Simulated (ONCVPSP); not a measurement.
Cutoff test, nickel, ONCV

ONCVPSP 4.0.1 input, shortened (lines: element, Z, core and valence counts, functional; n l f; lmax; l rc ep ncon nbas qcut; lloc lpopt rc5 dvloc0; l nproj debl; icmod fcfact rcfact), PBE, scalar-relativistic:

```
  Ni 28.00    3    4        4      upf
    1    0    2.00
    2    0    2.00
    2    1    6.00
    3    0    2.00
    3    1    6.00
    3    2    8.00
    4    0    2.00
    2
    0    1.05    0.00    5    9   10.80
    1    0.90    0.00    4    9   13.90
    2    1.50    0.00    5    9   12.00
    4    5    0.60    0.00
    0    2    3.80
    1    2    3.40
    2    1    1.60
    0    0.00    0.00
```

For each optimised wave give the share of its norm inside rc, the residual kinetic energy above qcut (Ha) and the cutoffs (Ha) for errors of 10, 1, 0.1 and 0.01 mHa per electron.

```tsv
wave	norm inside rc	residual KE	10 mHa	1 mHa	0.1 mHa	0.01 mHa
3s	0.870	2.0e-04	40.7	51.2	83.4	202.7
4s	0.028	3.1e-05	27.2	42.5	53.3	80.8
3p	0.703	3.3e-06	30.6	52.6	76.2	89.3
p projector 2	0.024	4.5e-07	21.9	31.0	52.5	78.5
3d	0.836	1.0e-06	46.0	54.6	61.2	66.6
```

The occupied waves need 55 Ha and 83 Ha for 1 and 0.1 mHa.
